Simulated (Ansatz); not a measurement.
Mulliken charges of Cl5HMoO, SMILES `[OH][Mo]([Cl])([Cl])([Cl])([Cl])[Cl]` from B3LYP/def2-TZVPP in Ansatz (PBE0-D4/def2-TZVP geometry).

```tsv
atom	x (Å)	y (Å)	z (Å)	charge (e)
O1	-0.573	-1.354	0.605	-0.309
Mo2	-0.046	0.295	0.006	0.859
Cl3	1.347	0.626	1.788	-0.152
Cl4	-1.500	0.247	-1.758	-0.152
Cl5	1.037	1.988	-1.046	-0.110
Cl6	-1.625	1.454	1.149	-0.141
Cl7	1.528	-1.056	-1.112	-0.227
H8	-0.168	-2.199	0.370	0.231
```

Problem. By hand: the dipole of these point charges (1 e Å = 4.8032 D).

Solution. Σ q r = (-0.110, -0.153, 0.105) e Å, of length 0.216 e Å = 1.04 D.

Problem. How does the dipole of the full density compare? (An estimate is asked.)

Solution. Computed: (-0.112, -0.291, 0.122) e Å, 1.61 D; the point charges give 0.65 times that, at 15° from its direction.

Point charges leave out the atoms' own dipoles, such as those of lone pairs, and Mulliken's split depends on the basis, so the two needn't agree.

B3LYP here is the variant with VWN-RPA as its local correlation; programs differ in this.
